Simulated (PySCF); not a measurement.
Species: C6H9O (doublet state).
Z-matrix (Å and degrees, GFN2-xTB geometry), rows numbered from 1:
```
C 
C   1  1.3531
C   2  1.4081  1  126.09
C   3  1.4404  2  119.04  1   179.88
O   4  1.2185  3  125.18  2  -179.31
C   3  1.4897  2  123.40  1    -2.85
C   6  1.5357  3  110.82  2   -80.15
H   1  1.0758  2  122.40  3    -0.82
H   1  1.0755  2  121.01  3   179.49
H   2  1.0842  1  118.07  3   179.80
H   4  1.1080  3  114.55  2     0.54
H   6  1.0914  3  110.77  2    41.39
H   6  1.0919  3  108.17  2   161.04
H   7  1.0869  6  109.90  3  -179.69
H   7  1.0868  6  109.97  3   -60.12
H   7  1.0875  6  110.75  3    59.87
```

The hyperfine couplings belong to this conformer and change with its torsions.

As a line formula: `C=C[C](C=O)CC` [radical].

Computed, not measured: PySCF, UKS B3LYP, pcH-1 on C H O, non-relativistic, mean-field spin-orbit, GIAO. Isolated species at its GFN2-xTB geometry (one conformer only). Couplings are sensitive to structure, and on GFN2-xTB geometries they can be far from those on DFT ones. The SCF solution wasn't tested for stability. ⟨S²⟩ is 0.777 where a pure state has 0.75.

The isotropic 13C couplings are +48.0, +42.2, -40.5, -28.0, +27.8, -16.2 MHz. Assign them to C1; C2; C3; C4; C6; C7.

```
site  a_iso (MHz)  ρ(0) (bohr⁻³)                 position  distance from C3 (Å)  spin population  largest |T| (MHz)
  C1        +42.2        +0.0376         a main spin site                  2.46            +0.54               79.6
  C2        -40.5        -0.0360           1 bond from C1                  1.41            -0.23               25.8
  C3        +48.0        +0.0427  largest spin population                  0.00            +0.57               87.5
  C4        -28.0        -0.0249           1 bond from C3                  1.44            -0.07                7.1
  C6        -16.2        -0.0144           1 bond from C3                  1.49            -0.04                1.1
  C7        +27.8        +0.0248          2 bonds from C3                  2.49            +0.03                6.2
```

ρ(0) is the spin density at the nucleus and T the dipolar tensor; entries for several nuclei are means. The largest Mulliken spin populations are on C3 (+0.57), C1 (+0.54), C2 (-0.23) and O5 (+0.23). Three atoms exceed +0.15. The positive populations add up to 1.40 and the negative ones to -0.40, together 2S = 1. The angles at C3 add up to 359.9°, so it is planar. Main spin sites, with 60 % or more of the largest population: C1, C3; positions count bonds from the nearest.

Class means assume fast exchange of nuclei equivalent by connectivity; if that motion is slow, each nucleus keeps its own coupling. The three 1H nuclei of mean +0.8 MHz run from -2.1 to 6.2 MHz in the frozen geometry. The 1H value of +18.4 MHz is a mean of couplings from 12.3 to 24.5 MHz in this one geometry, not an average over conformers.

C3, the radical centre as drawn in `C=C[C](C=O)CC`, holds a spin population of +0.57 out of 1.
